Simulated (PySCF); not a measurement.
C6H4N4O, SMILES c1cnc(-c2nnco2)nc1.

Geometry: ωB97X-D3(BJ)/def2-SVP. One conformer was computed; it need not be the lowest.

Calculation: PBE/def2-SVP (PySCF).

Symmetry labels are those of the subgroup Cs that the program uses (full group Cs).

Problem. List the valence orbital energies around the gap with their symmetry. (An estimate is asked for; the answer gives what the named calculation found.)

Solution. 
```
orbital  symmetry  energy (eV)
-------  --------  -----------
HOMO−7         A"        -8.68
HOMO−6         A"        -8.40
HOMO−5         A"        -8.21
HOMO−4         A'        -7.72
HOMO−3         A'        -7.44
HOMO−2         A"        -6.79
HOMO−1         A'        -6.15
HOMO           A'        -5.96
LUMO           A"        -2.85
LUMO+1         A"        -2.48
LUMO+2         A"        -0.94
LUMO+3         A"         0.05
```
